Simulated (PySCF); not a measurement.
AlCl₃, SMILES [Cl][Al+]([Cl])[Cl] (connectivity only; charge and spin as stated), charge +1, multiplicity 2. Atoms are numbered in the order given.

```xyz
4

Al     0.0000     0.0000    -0.3213
Cl     0.0000     1.4021     1.2929
Cl     0.0000     0.0000    -2.3402
Cl     0.0000    -1.4021     1.2929
```
Charge +1, spin multiplicity 2.

Geometry optimised at PBE0-D3(BJ)/def2-SVP.

Calculation: PySCF with TDA-B3LYP/def2-SVPD.

Vertical excitations. 

Computed UV-visible absorptions:
```json
[
 {"state": "root 1", "energy (eV)": "1.04", "λ (nm)": "1190", "f": "0.000", "main pairs": "β HOMO−2→LUMO 100 %"},
 {"state": "root 2", "energy (eV)": "1.48", "λ (nm)": "839", "f": "0.004", "main pairs": "β HOMO→LUMO 97 %"},
 {"state": "root 3", "energy (eV)": "1.51", "λ (nm)": "819", "f": "0.000", "main pairs": "β HOMO−1→LUMO 92 %"},
 {"state": "root 4", "energy (eV)": "2.06", "λ (nm)": "603", "f": "0.000", "main pairs": "β HOMO−4→LUMO 92 %"},
 {"state": "root 5", "energy (eV)": "2.58", "λ (nm)": "480", "f": "0.000", "main pairs": "β HOMO−5→LUMO 97 %"},
 {"state": "root 6", "energy (eV)": "2.66", "λ (nm)": "466", "f": "0.046", "main pairs": "β HOMO−3→LUMO 77 %, β HOMO−6→LUMO 15 %"},
 {"state": "root 7", "energy (eV)": "3.76", "λ (nm)": "329", "f": "0.123", "main pairs": "β HOMO−6→LUMO 82 %"},
 {"state": "root 8", "energy (eV)": "4.93", "λ (nm)": "251", "f": "0.072", "main pairs": "β HOMO−7→LUMO 91 %"},
 {"state": "root 9", "energy (eV)": "5.69", "λ (nm)": "218", "f": "0.000", "main pairs": "α HOMO→LUMO 56 %, β HOMO→LUMO+1 43 %"},
 {"state": "root 10", "energy (eV)": "5.73", "λ (nm)": "216", "f": "0.000", "main pairs": "α HOMO−1→LUMO 56 %, β HOMO−1→LUMO+1 42 %"}
]
```
Unrestricted roots are not spin-pure.
